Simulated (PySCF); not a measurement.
CH3N2S, SMILES [NH]C(N)=S, multiplicity 2. Atoms are numbered in the order given.

```xyz
7

N      0.9646    -0.9528     0.8026
C     -0.0597    -0.2938     0.3018
N     -1.3337    -0.6951     0.5502
S      0.2912     0.9771    -0.8191
H      1.8227    -0.3818     0.8302
H     -1.4613    -1.5670     1.0677
H     -2.0785    -0.3856    -0.0724
```
Charge 0, spin multiplicity 2.

Coordinates come from a PBE-D3(BJ)/def2-SVP optimisation. The isomer is the one that the SMILES or the coordinates give; other isomers of the formula were not compared. Other conformers were not sampled.

All values below come from PBE-D3(BJ)/def2-SVP in PySCF.

Frequencies are harmonic and unscaled.

Task: Estimate the vibrational spectrum. (The exact figures need the calculation; the answer reports its results.)

Result: 
```csv
mode,ν (cm⁻¹),IR (km/mol),moving atoms (share of kinetic energy)
1,346,11.1,"N 47 %, H 20 %, S 19 %, C 13 %"
2,355,267.8,"H 80 %, N 17 %"
3,435,4.6,"N 45 %, S 29 %, H 24 %"
4,467,12.8,H 86 %
5,566,73.9,"H 45 %, C 33 %, N 18 %"
6,635,11.9,"H 45 %, C 44 %, N 10 %"
7,718,22.1,"N 29 %, H 25 %, S 24 %, C 22 %"
8,976,169.4,"H 81 %, N 18 %"
9,1058,4.9,"H 54 %, N 45 %"
10,1272,35.5,"C 53 %, N 24 %, H 22 %"
11,1479,6.7,"H 63 %, C 25 %, N 12 %"
12,1587,287.9,"C 43 %, N 30 %, H 27 %"
13,3434,17.3,H 93 %
14,3490,45.3,H 96 %
15,3630,49.2,"H 91 %, N 9 %"
```
